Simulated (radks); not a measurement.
Values are calculated unless marked as measured or tabulated.
Xe III, configuration [Kr] 4d10 5p(up 2.5, down 2.5) 5s(up 0.5, down 0.5) (fractional occupations, a model configuration). Code: a radial shooting solver on a logarithmic mesh with Libxc functionals. Model: scalar-relativistic Kohn-Sham, LDA (Slater exchange, Perdew-Wang correlation), spin-polarised, spherical densities, finite nucleus; Fermi nuclear charge, rms radius 4.7859 fm.

Unscreened Slater integrals over Kohn-Sham orbitals (eV). They are taken over the spin-up orbitals.

F0(5p,5p): 11.835
F2(5p,5p): 6.3942
F0(5p,5s): 12.686
G1(5p,5s): 8.4493
F0(5p,4d): 14.777
F2(5p,4d): 4.1976
G1(5p,4d): 1.2849
G3(5p,4d): 1.2126
F0(5p,4p): 15.000
F2(5p,4p): 3.6774
G0(5p,4p): 0.72342
G2(5p,4p): 0.93041
F0(5s,5s): 13.818
F0(5s,4d): 16.863
G2(5s,4d): 2.0473
F0(5s,4p): 17.178
G1(5s,4p): 1.2568
F0(4d,4d): 28.083
F2(4d,4d): 14.229
F4(4d,4d): 9.4593
F0(4d,4p): 29.838
F2(4d,4p): 15.195
G1(4d,4p): 19.349
G3(4d,4p): 12.011
F0(4p,4p): 31.980
F2(4p,4p): 16.770

Derived for the open shells (J is the average intra-shell exchange parameter used in DFT+U). 5p: J = F2/5 = 1.279 eV.
